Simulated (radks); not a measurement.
Task: The mean radii <r> (bohr) of the occupied orbitals of an atom or ion are listed with their occupations. All-electron calculation, scalar-relativistic Kohn-Sham, PBE, spin-polarised, spherical densities, finite nucleus; Fermi nuclear charge, rms radius of each element as measured or else 0.836 A^(1/3) + 0.57 fm. Program: a radial shooting solver on a logarithmic mesh with Libxc functionals.

orbital  occ.      <r>
1s up       1  0.02722
1s down     1  0.02722
2s up       1   0.1172
2s down     1   0.1172
2p up       3   0.1025
2p down     3   0.1025
3s up       1   0.3141
3s down     1   0.3141
3p up       3   0.3121
3p down     3   0.3121
3d up       5   0.2886
3d down     5   0.2886
4s up       1   0.7399
4s down     1   0.7397
4p up       3   0.7919
4p down     3   0.7912
4d up       5   0.9211
4d down     5   0.9153
5s up       1    1.878
5s down     1    1.869
5p up       3    2.196

Name the element and its charge. Open shells, if any, are filled with parallel spins first.

Result: Z = 53, iodine, charge +2: I2+ in [Kr] 4d10 5s2 5p3. The 1s radius gives Z: for a bare nucleus <r> = (2 gamma + 1)/(2Z) with gamma = sqrt(1 - (Z/c)^2), 0.02683 bohr for Z = 53, and screening makes it slightly larger (0.02722 here). The occupations add up to 51, and the charge is Z minus that.
